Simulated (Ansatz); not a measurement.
Cost and result for the atomization energy of `[I][Al]1[NH]C[O]1` (8 atoms, 8 bonds).

Charge 0, multiplicity 1. Correlated methods include outer-core shells of I, which these sets cover unevenly. I: def2 effective core potential. The structure was optimised at the PBE0-D4/def2-TZVP level. Program: Ansatz. All runs use 4 threads of an AMD EPYC 7B13 on a shared host. Times are those of one run each, without the atoms' runs, and a repeat can differ threefold. Electronic energies, without spin–orbit coupling; frozen cores. CCSD(T)/CBS adds CCSD(T) − MP2 in def2-TZVPP to the MP2 limit, and its time is that of the two runs behind it. T1 = 0.012. With those shells the extrapolation isn't a true limit. B3LYP takes the VWN-RPA correlation (the form of Gaussian; ORCA's B3LYP/G). HSE06 is the plane-wave form, built on full-range PBE exchange.

CCSD(T)/CBS is a level of theory with its own doubt, some kJ/mol a heavy atom from the limit and from the frozen cores, so smaller differences don't rank the functionals.

```tsv
level	functions	wall time	atomization (kJ/mol)	difference from CCSD(T)/CBS	per bond
LDA (SPW92)/def2-TZVPP	227	1.1 s	3417.8	479.2	59.9
PBE0-D4/def2-TZVPP	227	2.6 s	2928.7	-9.9	-1.2
HSE06-D4/def2-TZVPP	227	2.7 s	2931.9	-6.7	-0.8
CAM-B3LYP-D4/def2-TZVPP	227	2.9 s	2925.8	-12.8	-1.6
B3LYP-D4/def2-TZVPP (with forces)	227	3.8 s	2906.6	-32.0	-4.0
r2SCAN-D4/def2-TZVPP (with forces)	227	3.9 s	2937.0	-1.6	-0.2
B2PLYP/def2-TZVPP	227	4.2 s	2887.8	-50.8	-6.3
PBE-QIDH/def2-TZVPP	227	4.4 s	2908.0	-30.6	-3.8
CCSD(T)/def2-SVP	101	4.8 s	2710.5	-228.1	-28.5
ωB97X-V/def2-TZVPP	227	5.5 s	2936.4	-2.2	-0.3
MP2/def2-QZVPP	413	14 s	2998.5	59.9	7.5
CCSD(T)/def2-TZVPP	227	120 s	2832.7	-105.9	-13.2
CCSD(T)/CBS(def2)	–	2.2 min	2938.6	0.0	0.0
```

From r2SCAN to r2SCAN0 (25 % exact exchange), in def2-TZVPP and without D4, the atomization energy moves by −71.1 kJ/mol: exact exchange takes away binding that semilocal exchange gives to molecules. At CCSD(T), def2-SVP lies −228.1 kJ/mol from the extrapolated value and def2-TZVPP −106.0 kJ/mol: correlation converges slowly with the basis, and small sets miss more of it in the bonded molecule than in its fragments. Leaving LDA and LC-ωPBE aside and taking each functional with its dispersion term where it has one, the values, not all of them listed here, spread over 215.0 kJ/mol, from BHLYP-D4 to PBE-D4. LDA lies +428.0 kJ/mol from PBE without D4, its usual overbinding.

Spin–orbit coupling would lower the free I atoms strongly, and the atomization energy with them, by more than many differences here.
